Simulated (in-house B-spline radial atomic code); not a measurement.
**One electron outside the [He] 2s2 2p6 core: Cd XXXVIII (Cd37+)**

Computed with an all-electron radial atomic-structure program (B-spline basis), no-pair Dirac-Coulomb Hamiltonian, finite nucleus. Rungs: frozen-core Dirac-Hartree-Fock (DHF); Brueckner orbitals from the second-order correlation potential; the same with the Coulomb interaction screened by the core and the hole-particle interaction summed; Breit and QED terms from differences of relaxed Dirac-Fock atoms, where computed. Partial waves beyond l = 6 are extrapolated. The tables show a selection of states; those near core-excited levels, with erratic corrections or far from their DHF start are never shown.

Removal energies (eV):

```json
{"state": "3s1/2", "DHF": "2499.96", "second order": "2500.79", "screened": "2500.79", "Breit + QED": "-2.25", "final": "2498.53"}
{"state": "3p1/2", "DHF": "2414.91", "second order": "2415.97", "screened": "2415.96", "Breit + QED": "-2.13", "final": "2413.83"}
{"state": "3p3/2", "DHF": "2364.36", "second order": "2365.35", "screened": "2365.34", "Breit + QED": "-1.38", "final": "2363.96"}
{"state": "3d3/2", "DHF": "2254.46", "second order": "2255.64", "screened": "2255.63", "Breit + QED": "-0.928", "final": "2254.7"}
{"state": "3d5/2", "DHF": "2243.18", "second order": "?", "screened": "?", "Breit + QED": "?", "final": "?"}
{"state": "4s1/2", "DHF": "1356.98", "second order": "1357.34", "screened": "1357.34", "Breit + QED": "-0.889", "final": "1356.45"}
{"state": "4p1/2", "DHF": "1321.94", "second order": "1322.38", "screened": "1322.38", "Breit + QED": "-0.843", "final": "1321.53"}
{"state": "4p3/2", "DHF": "1301.45", "second order": "1301.87", "screened": "1301.87", "Breit + QED": "-0.542", "final": "1301.32"}
{"state": "4d3/2", "DHF": "1259.98", "second order": "1260.39", "screened": "1260.38", "Breit + QED": "-0.341", "final": "1260.04"}
{"state": "4d5/2", "DHF": "1255.09", "second order": "1255.47", "screened": "1255.47", "Breit + QED": "-0.166", "final": "1255.3"}
{"state": "4f5/2", "DHF": "1233.42", "second order": "1233.72", "screened": "1233.72", "Breit + QED": "-", "final": "-"}
{"state": "4f7/2", "DHF": "1231.42", "second order": "1231.71", "screened": "1231.71", "Breit + QED": "-", "final": "-"}
{"state": "5s1/2", "DHF": "850.914", "second order": "851.081", "screened": "851.078", "Breit + QED": "-", "final": "-"}
{"state": "5p1/2", "DHF": "833.311", "second order": "833.514", "screened": "833.51", "Breit + QED": "-", "final": "-"}
{"state": "5p3/2", "DHF": "823.04", "second order": "823.234", "screened": "823.23", "Breit + QED": "-", "final": "-"}
{"state": "5d3/2", "DHF": "802.774", "second order": "802.954", "screened": "802.951", "Breit + QED": "-", "final": "-"}
{"state": "5d5/2", "DHF": "800.252", "second order": "?", "screened": "?", "Breit + QED": "?", "final": "?"}
{"state": "5f5/2", "DHF": "789.547", "second order": "789.707", "screened": "789.708", "Breit + QED": "-", "final": "-"}
{"state": "5f7/2", "DHF": "788.516", "second order": "788.672", "screened": "788.672", "Breit + QED": "-", "final": "-"}
{"state": "5g7/2", "DHF": "787.124", "second order": "787.176", "screened": "787.176", "Breit + QED": "-", "final": "-"}
{"state": "5g9/2", "DHF": "786.518", "second order": "786.569", "screened": "786.569", "Breit + QED": "-", "final": "-"}
```

**Question.** What does correlation do to 5d5/2?

**Answer.** It adds 0.1708 eV to the removal energy in second order and 0.1682 eV with screening, giving 800.42 eV before Breit and QED terms, which weren't computed for this state.

**Question.** What does correlation do to 3d5/2?

**Answer.** It adds 1.114 eV to the removal energy in second order and 1.107 eV with screening; Breit and QED add -0.45 eV, for a final 2243.84 eV.

**Question.** How does the lowest state compare with the NIST ionisation energy?

**Answer.** 3s1/2 is bound by 2498.5 eV, without recoil; NIST lists 2498.62 ± 0.08 eV (semi-empirical), a difference of -0.089 eV.

Electric-dipole lines from 3s1/2 (reduced matrix elements in atomic units, length form, static core polarisation, sign of DHF taken positive):

```tsv
upper	DHF	+ core polarisation	+ Brueckner	λ (nm)	A (s⁻¹)
3p1/2	0.2453	0.2424	0.2424	14.638	1.9e+10
3p3/2	0.3525	0.3485	0.3484	9.2131	7.86e+10
```

**Question.** What radiative lifetime does 3d3/2 get from its electric-dipole decays?

**Answer.** The rates to lower computed states sum to 9.88e+10 s⁻¹, a lifetime of 0.0101 ns.

Magnetic hyperfine constants per unit nuclear g factor (MHz, nucleus as a uniformly magnetised ball; they apply to isotopes with nuclear spin):

```csv
state,DHF,+ core polarisation,+ Brueckner
3s1/2,960900,990300,991900
3p1/2,302100,312300,312800
3p3/2,48920,47640,47710
4s1/2,386100,396600,397100
4p1/2,122800,126300,126500
4p3/2,20000,19420,19440
```
